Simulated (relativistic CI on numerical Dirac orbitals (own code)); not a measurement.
Computed by Dirac-Coulomb-Breit CI, KLI orbitals optimised for each configuration, model QED, unscaled Slater integrals (own radial code, finite nucleus).

Configuration list (outside the closed core 1s2): 2s²2p⁶, 2s²2p⁵3s, 2s²2p⁵3p, 2s²2p⁵3d, 2s2p⁶3s, 2s2p⁶3p, 2s2p⁶3d, 2s²2p⁵4s, 2s²2p⁵4p, 2s²2p⁵4d, 2s²2p⁵4f, 2s2p⁶4s, 2s²2p⁴3s², 2s²2p⁵5s, 2s2p⁶4p, 2s²2p⁵5p, 2s²2p⁵5d, 2s²2p⁵5f, 2s2p⁶4d, 2s²2p⁵5g, 2s²2p⁴3s3p, 2s2p⁶4f, 2s²2p⁴3p², 2s²2p⁴3s3d, 2s²2p⁴3p3d, 2s2p⁵3s², 2s2p⁵3s3p, 2s²2p⁴3d², 2s2p⁶5s, 2s2p⁶5p, 2s2p⁶5d, 2s2p⁶5f, 2s2p⁶5g, 2s2p⁵3p², 2s2p⁵3s3d, 2s2p⁵3p3d. Levels of other configurations are missing.

At this charge energies of transitions that change n are usually good to better than 1 %, and those within a shell (Δn = 0) to a few per cent.

Outline of the computed level scheme of Zn XXI. Lowest level of each configuration: 2s²2p⁶ ¹S0 at 0.00 eV; 2s²2p⁵3s ³P°2 at 1050.11 eV; 2s²2p⁵3p ³S1 at 1088.62 eV; 2s²2p⁵3d ³P°0 at 1146.58 eV; 2s2p⁶3s ³S1 at 1222.21 eV; 2s2p⁶3p ³P°0 at 1263.15 eV; 2s2p⁶3d ³D1 at 1320.59 eV; 2s²2p⁵4s ³P°2 at 1419.16 eV; 2s²2p⁵4p ³S1 at 1435.17 eV.

Some strong electric-dipole decays among the lowest 45 levels: 2s²2p⁵3d ¹P°1 → 2s²2p⁶ ¹S0 (4.6e+13 s⁻¹); 2s²2p⁵3d ³D°1 → 2s²2p⁶ ¹S0 (2.0e+13 s⁻¹); 2s2p⁶3p ¹P°1 → 2s²2p⁶ ¹S0 (7.2e+12 s⁻¹); 2s²2p⁵3s ¹P°1 → 2s²2p⁶ ¹S0 (2.2e+12 s⁻¹); 2s²2p⁵3s ³P°1 → 2s²2p⁶ ¹S0 (1.6e+12 s⁻¹); 2s2p⁶3p ³P°1 → 2s²2p⁶ ¹S0 (1.4e+12 s⁻¹); 2s²2p⁵4s ¹P°1 → 2s²2p⁶ ¹S0 (7.6e+11 s⁻¹); 2s²2p⁵4p ³S1 → 2s²2p⁵3s ³P°2 (5.9e+11 s⁻¹).

LS names give the leading component of a level, which can be under half, so a name can repeat, a term be missing and a line seem to break the LS rules.
